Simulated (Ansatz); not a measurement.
A calculation with Ansatz (development build ahead of 0.2.0).

```yaml
crystal:
  periodic: [false, false, false]
  atoms:
    - { symbol: B, position_ang: [1.09053, 0.00266, -0.00424] }
    - { symbol: B, position_ang: [-0.00554, 1.07355, 8.0e-05] }
    - { symbol: B, position_ang: [-1.08857, -0.0072, -0.00183] }
    - { symbol: B, position_ang: [-0.00021, -1.09114, 0.00376] }
basis:
  gaussian: { orbitals: def2-SVP }
hamiltonian:
  xc: hf
output:
  forces: true
```

The input is written out in the form of the current development build from the run's settings.

Output:

```json
{
  "Converged": "yes",
  "Total energy": "-98.35340 hartree"
}
```

Forces (eV/Å):
```tsv
atom	Fx	Fy	Fz
B1	-0.832	-0.283	0.011
B2	0.038	-0.518	-0.007
B3	0.597	-0.115	0.008
B4	0.197	0.915	-0.011
```
